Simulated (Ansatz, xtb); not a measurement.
Ranking isomers of F2H2N2Si

5 gas-phase structures of F2H2N2Si, found in a search over its isomers (lower ones may exist). Each was relaxed with GFN2-xTB:

A. `[H]/N=N\[SiH](F)F`, a singlet
B. `F[Si]1(F)[N-][NH2+]1`, a singlet
C. `NN=[Si](F)F`, a singlet
D. `F[Si]1(F)NN1`, a singlet
E. `[H]/N=N/[SiH](F)F`, a singlet

**Question.** Make a reasoned guess at their ranking by r2SCAN-D4/def2-SVP single-point energy.

**Answer.** Calculated order at r2SCAN-D4/def2-SVP: D (0.0), E (2.7), A (5.8), C (23.8), B (24.1) kcal/mol. Less than 1 kcal/mol parts C and B, so the order within that pair means little.

Energies above the lowest of each column, in kcal/mol; the last columns are at BLYP-D3(BJ)/def2-SVP geometries and were run for some of them only (a dash: not run or not comparable):

```
structure  GFN2-xTB  HF/STO-3G  r2SCAN-D4/def2-SVP  BLYP-D3(BJ)/def2-SVP  CCSD(T)/def2-SVP + ΔMP2/def2-TZVPP
        D       3.7        1.2                 0.0                   5.8                                 0.0
        E       4.0        0.0                 2.7                   0.0                                 1.6
        A       5.0        2.3                 5.8                   4.2                                 6.8
        C       0.0       39.0                23.8                     –                                   –
        B      17.9       31.8                24.1                     –                                   –
```

CCSD(T)/def2-SVP + ΔMP2/def2-TZVPP puts D lowest of those it was run on; GFN2-xTB picks C, HF/STO-3G picks E, BLYP-D3(BJ)/def2-SVP picks E. Flexible structures stand in one conformer each, not always the lowest. Frequencies (BLYP-D3(BJ)/def2-SVP) were run for A, D, E alone. The ΔMP2 step shifts differences by up to 10.1 kcal/mol, which makes them less sure. ΔMP2 is the change of the MP2 energy from the smaller to the larger basis.

Over these structures GFN2-xTB departs from r2SCAN-D4/def2-SVP by 7.9 kcal/mol on average once a common shift is removed. A GFN2-xTB relaxation took about 0.07 s and the r2SCAN-D4/def2-SVP energy about 0.92 s on a shared host (Ansatz 0.2.0, xtb 6.7.1).
